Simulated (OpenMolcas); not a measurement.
Computed levels of 5s2 5p2 in ions with 50 electrons, in cm-1 above 3P0.

* Program: OpenMolcas 26.06
* Method: RASSCF
* Basis: ANO-R2
* Scalar Hamiltonian: X2C, finite nucleus
* Spin-orbit coupling: state interaction with AMFI integrals over the reference wave functions, term energies averaged over their components

Active space for each ion: 4 electrons in 9 orbitals (RAS2 5s 5p; RAS3 5d, at most 2 electrons).

| Level | Sb+ | I3+ | Xe4+ |
| --- | --- | --- | --- |
| 3P1 | 2465 | 5535 | 7619 |
| 3P2 | 5077 | 9983 | 12960 |
| 1D2 | 13967 | 22374 | 27517 |
| 1S0 | 25945 | 38008 | 44705 |

Estimate 3P2, 1D2, 1S0 for Te2+ from its neighbours Sb+ and I3+.

3P2 is fine structure, which grows about as the fourth power of a screened charge, so the fourth roots are averaged: ((5077^0.25 + 9983^0.25) / 2)^4 = 7222. The calculation gives 7378, so the estimate is off by -2.1 %; the measured value is 8167 (the list in Zhang, Palmeri, Quinet and Biemont, Astron. Astrophys. 551, A136 (2013)).
1D2 is another term, which grows about linearly with the charge: (13967 + 22374) / 2 = 18170. The calculation gives 17932, so the estimate is off by +1.3 %; the measured value is 17360 (the list in Zhang, Palmeri, Quinet and Biemont, Astron. Astrophys. 551, A136 (2013)).
1S0 is another term, which grows about linearly with the charge: (25945 + 38008) / 2 = 31976. The calculation gives 31851, so the estimate is off by +0.4 %; the measured value is 30398 (the list in Zhang, Palmeri, Quinet and Biemont, Astron. Astrophys. 551, A136 (2013)).

Active for correlation alone: 5d; no level in the range computed is led by a configuration that fills it, so any true level of that kind is missing. Computed and measured levels are paired by configuration, term and J; levels that our copy of the source lacks, or whose pairing is in doubt (as where it misses far off the trend of its configuration), stay unpaired and out of the deviations. Only configurations of the active space appear.
